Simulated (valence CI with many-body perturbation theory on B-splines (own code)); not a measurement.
Hyperfine factors and g values of Cd XLII

Computed by configuration interaction combined with many-body perturbation theory (CI+MBPT): five valence electrons over a frozen Dirac-Fock core [He], radial functions for each j: 9 s, 9 p, 8 d, 6 f, 3 g, 1 h, with the one-electron correlation potential Σ1 (screened to all orders), the two-electron term Σ2, the three-electron term Σ3, Breit, model QED; selected single and double excitations, second order for the rest (own B-spline code, finite nucleus).

The last digits are not significant, and no measured levels were compared; by estimate large intervals hold to a few tenths of a per cent, small ones and those within an open d or f shell to about a per cent. Among the levels kept, up to 1500 cm⁻¹ of a level comes from second order outside the variational space, and about a tenth of that is noise between levels of different J, which matters for small intervals.

A/g_I is the dipole constant over the nuclear g factor μ/I (μ in nuclear magnetons, uniformly magnetised nucleus), B/Q the quadrupole constant per barn. Both hold the static response of the core; the bare values leave it out. Large factors of s and p1/2 electrons are usually good to 5 to 10 %; those of open d and f shells near neutrality can be off by tens of per cent, and small factors of p3/2, d and f electrons come from cancelling terms and can be off by a factor of two or in sign, in half-filled shells by more. B is blank for J = 1/2, where it vanishes, and for nearly pure S terms. Energies count from the lowest level.

Levels are named by their leading jj configuration (3d3/2^4 stands for four electrons in 3d with j = 3/2), which in mixed levels can hold well under half, so a name can repeat and another be missing. Letters in brackets count levels of one name in rising energy.

| Level | E (× 10³ cm⁻¹) | g | A/g_I (MHz) | A/g_I bare | B/Q (MHz/b) | B/Q bare |
| --- | --- | --- | --- | --- | --- | --- |
| (2s^2 2p1/2^2 2p3/2) J=3/2 | 0.00 | 1.388 | 189000 | 196000 | 342000 | 343000 |
| (2s^2 2p1/2 2p3/2^2) J=3/2 | 1499.3 | 1.430 | -3290 | 5450 | 71300 | 71500 |
| (2s^2 2p1/2 2p3/2^2) J=5/2 | 1645.7 | 1.185 | 418000 | 421000 | -1780 | -1780 |
| (2s^2 2p1/2 2p3/2^2) J=1/2 | 1854.5 | 0.647 | 1270000 | 1260000 |  |  |
| (2s 2p1/2^2 2p3/2^2) J=5/2 | 2995.1 | 1.498 | 946000 | 942000 | 145000 | 145000 |
| (2s^2 2p3/2^3) J=3/2 | 3361.6 | 1.275 | 213000 | 218000 | -415000 | -416000 |
| (2s 2p1/2^2 2p3/2^2) J=1/2 | 3461.1 | 2.164 | 3790000 | 3730000 |  |  |
| (2s 2p1/2^2 2p3/2^2) J=3/2 | 3472.6 | 1.233 | -475000 | -453000 | -141000 | -141000 |
| (2s 2p1/2 2p3/2^3) J=3/2 [a] | 4651.1 | 1.508 | 873000 | 868000 | -299000 | -299000 |
| (2s 2p1/2 2p3/2^3) J=5/2 | 4880.6 | 1.273 | 1180000 | 1170000 | -530000 | -531000 |
| (2s 2p1/2 2p3/2^3) J=1/2 | 5119.6 | 1.459 | -1080000 | -1040000 |  |  |
| (2s 2p1/2 2p3/2^3) J=3/2 [b] | 5214.7 | 1.084 | 87000 | 98400 | -24400 | -24600 |
| (2s 2p3/2^4) J=1/2 | 6763.7 | 1.669 | 3820000 | 3760000 |  |  |
| (2p1/2^2 2p3/2^3) J=3/2 | 6871.9 | 1.320 | 191000 | 203000 | -381000 | -382000 |
| (2p1/2 2p3/2^4) J=1/2 | 8515.4 | 0.647 | 1280000 | 1260000 |  |  |
| (2s^2 2p1/2^2 3s) J=1/2 | 28648 | 2.032 | 1100000 | 1090000 |  |  |
| (2s^2 2p1/2^2 3p1/2) J=1/2 | 29101 | 0.660 | 359000 | 356000 |  |  |
| (2s^2 2p1/2^2 3p3/2) J=3/2 | 29635 | 1.335 | 57600 | 59800 | 97000 | 97200 |
| (2s^2 2p1/2^2 3d3/2) J=3/2 | 30089 | 0.790 | 35300 | 35200 | 15400 | 15700 |
| (2s^2 2p1/2 2p3/2 3s) J=3/2 [a] | 30182 | 1.667 | 291000 | 294000 | 245000 | 245000 |
| (2s^2 2p1/2 2p3/2 3s) J=1/2 | 30232 | 1.293 | -447000 | -430000 |  |  |
| (2s^2 2p1/2^2 3d5/2) J=5/2 | 30260 | 1.252 | 208000 | 208000 | 111000 | 111000 |
| (2s^2 2p1/2 2p3/2 3s) J=5/2 | 30324 | 1.294 | 403000 | 403000 | 196000 | 197000 |
| (2s^2 2p1/2 2p3/2 3s) J=3/2 [b] | 30336 | 0.995 | 383000 | 388000 | 191000 | 192000 |
| (2s^2 2p1/2 2p3/2 3p1/2) J=1/2 | 30631 | 1.704 | -201000 | -187000 |  |  |
| (2s^2 2p1/2 2p3/2 3p1/2) J=3/2 [a] | 30672 | 1.146 | 282000 | 285000 | 60700 | 60800 |
| (2s^2 2p1/2 2p3/2 3p1/2) J=5/2 | 30760 | 1.095 | 450000 | 452000 | 297000 | 297000 |
| (2s^2 2p1/2 2p3/2 3p1/2) J=3/2 [b] | 30924 | 1.366 | 294000 | 300000 | 336000 | 337000 |
| (2s^2 2p1/2 2p3/2 3p3/2) J=5/2 [a] | 31105 | 1.430 | 31100 | 36300 | 409000 | 410000 |
| (2s^2 2p1/2 2p3/2 3p3/2) J=1/2 [a] | 31144 | 1.671 | -300000 | -291000 |  |  |
| (2s^2 2p1/2 2p3/2 3p3/2) J=3/2 [a] | 31186 | 1.189 | 372000 | 373000 | -238000 | -239000 |
| (2s^2 2p1/2 2p3/2 3p3/2) J=7/2 | 31237 | 1.248 | 293000 | 296000 | 409000 | 410000 |
| (2s^2 2p1/2 2p3/2 3p3/2) J=3/2 [b] | 31278 | 1.382 | 130000 | 136000 | 72600 | 72800 |
| (2s^2 2p1/2 2p3/2 3p3/2) J=5/2 [b] | 31350 | 1.218 | 431000 | 431000 | 30300 | 30400 |
| (2s^2 2p1/2 2p3/2 3p3/2) J=1/2 [b] | 31449 | 0.672 | 1250000 | 1240000 |  |  |
| (2s 2p1/2^2 2p3/2 3s) J=5/2 | 31486 | 1.660 | 984000 | 980000 | 298000 | 298000 |
| (2s 2p1/2^2 2p3/2 3s) J=3/2 [a] | 31623 | 1.547 | 1140000 | 1140000 | 199000 | 200000 |
| (2s^2 2p1/2 2p3/2 3d3/2) J=3/2 [a] | 31630 | 0.936 | 81900 | 83600 | -188000 | -188000 |
| (2s^2 2p1/2 2p3/2 3d3/2) J=5/2 [a] | 31645 | 0.977 | 203000 | 205000 | -43700 | -43600 |
| (2s^2 2p1/2 2p3/2 3d3/2) J=1/2 [a] | 31655 | 0.228 | 282000 | 272000 |  |  |

Task: Take the isotope of mass number 113, with I = 1/2, μ = -0.6213 μN. What is the hyperfine structure of (2s 2p1/2^2 2p3/2^2) J=3/2?

Result: From the table A = 590000 MHz. Shifts from the centre of gravity in MHz: F = 1: -738000, F = 2: 442000.
